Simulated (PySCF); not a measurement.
Relaxed structures of CH3InO, closed shell (PBE0-D4/def2-TZVP; forces vanish, vibrations not checked; lower isomers may exist, and structures with a doubtful reference or unclear bonds are left out; Å). Program: PySCF 2.14 with density fitting (its default auxiliary sets; JK sets also for MP2 and CCSD(T)). Basis: def2-TZVPP. Cores are frozen in the correlated methods. Filled d shells of the heavier atoms are correlated. Core potentials replace the inner electrons of the atoms past krypton. The def2 sets are not built for correlating such inner shells, so the correlated values are less sure here.

Q: Rank them by CCSD(T) energy, lowest first, and give each one's height above the lowest. Links in brackets join atoms within 1.22 times the sum of their covalent radii (1.1 for two metals). (Judge from chemistry; the value comes from the calculation.)
A.
CH₃InO ([OH][CH][InH])
```
6
angstrom
O -0.6307 -1.9005 1.0484
C -0.5784 -1.1161 -0.0251
In 0.9577 0.2891 -0.6933
H -0.8691 -1.7517 -0.8773
H 0.4495 1.9691 -0.9090
H -0.4223 -1.3894 1.8384
```
B.
CH₃InO ([O][CH][InH2])
```
6
angstrom
O -0.5925 -1.7495 0.9526
C -0.2541 -1.1662 -0.0416
In 0.2325 1.0196 0.0078
H -0.1875 -1.7368 -1.0028
H 0.6692 1.8296 -1.4579
H 0.1433 1.8103 1.5355
```
C.
a complex of CH₂O ([CH2][O]) + InH
```
6
angstrom
O -0.2684 -1.6592 0.9179
C -0.0939 -1.5975 -0.2764
In 0.1805 1.2598 0.4113
H -0.9315 -1.4671 -0.9875
H 0.9070 -1.7206 -0.7313
H -0.0466 1.3707 2.2157
```
D.
CH₃InO ([OH][C][InH2])
```
6
angstrom
O -0.8777 -1.8736 1.1172
C -0.8603 -0.8038 0.4178
In 0.3169 0.9326 0.0892
H -0.1243 -1.9916 1.7249
H 1.2393 0.9244 -1.3630
H -0.2887 2.3717 0.8116
```

A: By the calculation: C (0.000 eV), B (0.432 eV), A (1.333 eV), D (2.761 eV). Heights count from the lowest.

The T1 diagnostic stays at or below 0.028. The T1 diagnostic is large here, which may signal multireference character or strong orbital relaxation, so CCSD(T) is less sure. The restricted Hartree–Fock reference is unstable towards an unrestricted one at one or more of these structures.

For scale, one of the runs: CCSD(T)/def2-TZVPP, 154 basis functions, launched by `OMP_NUM_THREADS=2 python run.py`. Hardware: 2 CPU threads of an Intel Xeon, shared host. Wall time 2.7 min; peak host memory 1.4 GiB.
